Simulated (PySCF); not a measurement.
Te(OMe)2 (C2H6O2Te), SMILES [Te](OC)OC. Atoms are numbered in the order given.

```xyz
11

Te     0.0000     0.0000     0.6788
O     -1.3390    -0.6600    -0.6321
C     -2.0908     0.3041    -1.3308
H     -2.6887     0.9461    -0.6586
H     -2.7802    -0.2436    -1.9934
H     -1.4537     0.9551    -1.9546
O      1.3390     0.6600    -0.6321
C      2.0908    -0.3041    -1.3308
H      2.6887    -0.9461    -0.6586
H      2.7802     0.2436    -1.9934
H      1.4537    -0.9551    -1.9546
```
Charge 0, spin multiplicity 1.

Geometry: PBE0-D3(BJ)/def2-SVP. The def2 effective core potentials stand for the cores of Te; spin–orbit coupling is left out. The values are those of a single conformer.

Computed with PBE/def2-TZVP (PySCF).

ESP charges are fitted to the potential on shells at 1.4 to 2.0 van der Waals radii. Atomic charges (e):

```tsv
atom	Löwdin	ESP fit	Mulliken
Te1	(withheld)	0.22	0.42
O2	(withheld)	-0.28	-0.38
C3	(withheld)	0.00	-0.20
H4	(withheld)	0.03	0.11
H5	(withheld)	0.08	0.13
H6	(withheld)	0.05	0.13
O7	(withheld)	-0.28	-0.38
C8	(withheld)	0.00	-0.20
H9	(withheld)	0.03	0.11
H10	(withheld)	0.08	0.13
H11	(withheld)	0.05	0.13
```

Question: What belongs in the gaps? (Estimate from the structure and the level; the computed values follow.)

Answer: 
- Te1, Löwdin: 0.54
- O2, Löwdin: -0.14
- C3, Löwdin: -0.44
- H4, Löwdin: 0.10
- H5, Löwdin: 0.11
- H6, Löwdin: 0.10
- O7, Löwdin: -0.14
- C8, Löwdin: -0.44
- H9, Löwdin: 0.10
- H10, Löwdin: 0.11
- H11, Löwdin: 0.10

Question: Give the Mayer and Wiberg (Löwdin basis) orders of the bonds. (Estimate from the structure and the level; the computed values follow.)

Answer: 
```json
[
 {"bond": "Te1–O2", "Mayer": "1.00", "Wiberg": "1.35"},
 {"bond": "O2–C3", "Mayer": "0.98", "Wiberg": "1.63"},
 {"bond": "C3–H4", "Mayer": "0.96", "Wiberg": "0.94"},
 {"bond": "C3–H5", "Mayer": "0.95", "Wiberg": "0.93"},
 {"bond": "C3–H6", "Mayer": "0.96", "Wiberg": "0.94"},
 {"bond": "Te1–O7", "Mayer": "1.00", "Wiberg": "1.35"},
 {"bond": "O7–C8", "Mayer": "0.98", "Wiberg": "1.63"},
 {"bond": "C8–H9", "Mayer": "0.96", "Wiberg": "0.94"},
 {"bond": "C8–H10", "Mayer": "0.95", "Wiberg": "0.93"},
 {"bond": "C8–H11", "Mayer": "0.96", "Wiberg": "0.94"}
]
```
